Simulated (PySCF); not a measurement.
## How a change of structure moves an absorption spectrum

Level of theory: TDDFT wB97X-D/def2-SVPD, vertical, gas phase, core orbitals frozen in the response in PySCF. Geometries: GFN2-xTB; one conformer of each isolated species. Triplets are in the Tamm–Dancoff approximation. 'Strongest' means the level of largest summed f among the lowest 8 singlets; it needn't be the same kind of state in each.

Parent: `C#C[Si@H](C)P`, with lowest singlet excitation energy 6.13 eV, HOMO–LUMO gap 10.71 eV, HOMO energy -9.22 eV, lowest triplet energy 5.13 eV, energy of the strongest computed level 7.05 eV, mean static polarisability 88.0 au. Its spectrum: 202 nm (f 0.003); 197 nm (f 0.029); 195 nm (f 0.004); 187 nm (f 0.014); 178 nm (f 0.015).

Shifts from the parent:

| change | SMILES | Δ S1 (eV) | Δ gap (eV) | Δ HOMO (eV) | Δ T1 (eV) | Δ strongest (eV) | Δ α (au) |
| --- | --- | --- | --- | --- | --- | --- | --- |
| H on C replaced by CH2CN | C[Si@@H](P)C#CCC#N | -0.07 | -0.14 | -0.16 | -0.03 | +0.01 | +28.1 |
| H on C replaced by CHO | C[Si@H](P)C#CC=O | -2.33 | -1.89 | -0.22 | -1.87 | -1.83 | +20.1 |
| H on C replaced by CF3 | C[Si@@H](P)C#CC(F)(F)F | -0.24 | -0.44 | -0.35 | -0.24 | -0.13 | +16.3 |
| H on C replaced by CH2NH2 | C[Si@@H](P)C#CCN | -0.25 | -0.33 | +0.35 | -0.15 | -0.02 | +24.5 |
| H on C replaced by CH=NMe | C/N=C/C#C[Si@@H](C)P | -1.69 | -1.64 | +0.31 | -1.54 | -1.79 | +43.3 |
| H on C replaced by C(S)CH3 | CC(=S)C#C[Si@@H](C)P | -4.04 | -3.56 | +0.79 | -3.45 | -2.75 | +56.7 |
| H on C replaced by vinyl | C=CC#C[Si@H](C)P | -1.07 | -1.49 | +0.46 | -1.69 | -0.24 | +31.6 |

**Question.** Predict the same shifts for this change: H on C replaced by C2H5 (`CCC#C[Si@H](C)P`).

**Answer.** Δ lowest singlet excitation energy -0.15 eV, Δ HOMO–LUMO gap -0.26 eV, Δ HOMO energy +0.42 eV, Δ lowest triplet energy -0.10 eV, Δ energy of the strongest computed level +0.04 eV, Δ mean static polarisability +27.3 au. Spectrum: 5.98 eV (f 0.001); 6.16 eV (f 0.064); 6.19 eV (f 0.006); 6.57 eV (f 0.010); 6.84 eV (f 0.010). S1 falls most with H on C replaced by C(S)CH3 (-4.04 eV); all changes lower it. S1 is simply the lowest singlet of each species and needn't be the same kind of state throughout. Over these 8 changes the shifts of S1 and of the HOMO–LUMO gap correlate with r = 0.99.
